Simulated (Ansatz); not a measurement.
Mulliken charges of `C[N]=[Mo](=[O])([Cl])[Cl]` from B3LYP/def2-TZVPP in Ansatz (PBE0-D4/def2-TZVP geometry).

```csv
atom,x (Å),y (Å),z (Å),charge (e)
C1,0.917,-1.292,-0.140,-0.127
N2,0.450,0.036,0.015,-0.478
Mo3,-0.839,1.157,0.122,1.345
O4,-2.237,0.262,-0.026,-0.477
Cl5,-0.631,2.594,-1.617,-0.310
Cl6,-0.729,2.121,2.168,-0.310
H7,0.084,-1.996,-0.249,0.117
H8,1.558,-1.354,-1.024,0.119
H9,1.515,-1.574,0.733,0.119
```

By hand: the dipole of these point charges (1 e Å = 4.8032 D).

Σ q r = (0.404, -0.466, -0.047) e Å, of length 0.619 e Å = 2.97 D.

How does the dipole of the full density compare? (Best estimate.)

Ansatz gave: (0.422, -0.471, -0.048) e Å, 3.05 D; the point charges give 0.97 times that, at 1° from its direction.

Point charges leave out the atoms' own dipoles, such as those of lone pairs, and Mulliken's split depends on the basis, so the close match here is no proof of good charges.

B3LYP here is the variant with VWN-RPA as its local correlation; programs differ in this.
